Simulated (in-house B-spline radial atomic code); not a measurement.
Ionisation energies along the 26-electron series, configuration [Ar] 3d8, as differences of self-consistent energies. Dirac energy differences include first-order Breit, QED and recoil terms. NIST's values go from ground level to ground level; the uncertainty of those that are theory runs from under 0.1 % in few-electron ions to several per cent in heavy many-electron ones. Computed with an all-electron radial atomic-structure program (B-spline basis): Dirac-Hartree-Fock, average of the configuration, finite nuclei.

```csv
ion,configuration after,ionisation energy (eV),IE/(q+1)² (eV),Breit and QED recoil part (eV),tabulated value (eV),tabulated kind,computed minus tabulated (eV)
Cd22+,[Ar] 3d7,1101.9,2.083,-0.39024,1095,tabulated theory,7
In23+,[Ar] 3d7,1187.9,2.0623,-0.44149,1181,tabulated theory,7
Sn24+,[Ar] 3d7,1276.9,2.0431,-0.49665,1269,tabulated theory,8
Sb25+,[Ar] 3d7,1369.0,2.0252,-0.55589,1360,tabulated theory,9
Te26+,[Ar] 3d7,1464.2,2.0085,-0.61928,1455,tabulated theory,9
I27+,[Ar] 3d7,1562.4,1.9929,-0.68708,1553,tabulated theory,9
Xe28+,[Ar] 3d7,1663.7,1.9783,-0.7593,1653,tabulated theory,11
Cs29+,[Ar] 3d7,1768.1,1.9646,-0.83616,1757,tabulated theory,11
Ba30+,[Ar] 3d7,1875.6,1.9517,-0.91773,1864,tabulated theory,12
La31+,[Ar] 3d7,1986.1,1.9395,-1.0042,1974,tabulated theory,12
Ce32+,[Ar] 3d7,2099.7,1.9281,-1.0957,2087,tabulated theory,13
Pr33+,[Ar] 3d7,2216.4,1.9173,-1.1924,2202,tabulated theory,14
Nd34+,[Ar] 3d7,2336.1,1.907,-1.2944,2321,tabulated theory,15
Pm35+,[Ar] 3d7,2459.0,1.8973,-1.4017,2443,tabulated theory,16
Sm36+,[Ar] 3d7,2584.9,1.8881,-1.5147,2569,tabulated theory,16
Eu37+,[Ar] 3d7,2713.9,1.8794,-1.6334,2697,tabulated theory,17
Gd38+,[Ar] 3d7,2846.0,1.8711,-1.7579,2827,tabulated theory,19
Tb39+,[Ar] 3d7,2981.2,1.8632,-1.8885,2961,tabulated theory,20
Dy40+,[Ar] 3d7,3119.5,1.8557,-2.0252,3098,tabulated theory,21
Ho41+,[Ar] 3d7,3260.9,1.8486,-2.1682,3238,tabulated theory,23
Er42+,[Ar] 3d7,3405.3,1.8417,-2.3176,3381,tabulated theory,24
Tm43+,[Ar] 3d7,3552.9,1.8352,-2.4736,3528,tabulated theory,25
Yb44+,[Ar] 3d7,3703.7,1.829,-2.6363,3677,tabulated theory,27
Lu45+,[Ar] 3d7,3857.5,1.823,-2.806,3828,tabulated theory,29
```

Where a p, d or f electron is removed, the computed value is a mean over both j, so it misses the tabulated one by a part of the spin-orbit splitting; averaging over terms and missing correlation add to the gap, relatively most at low charge.
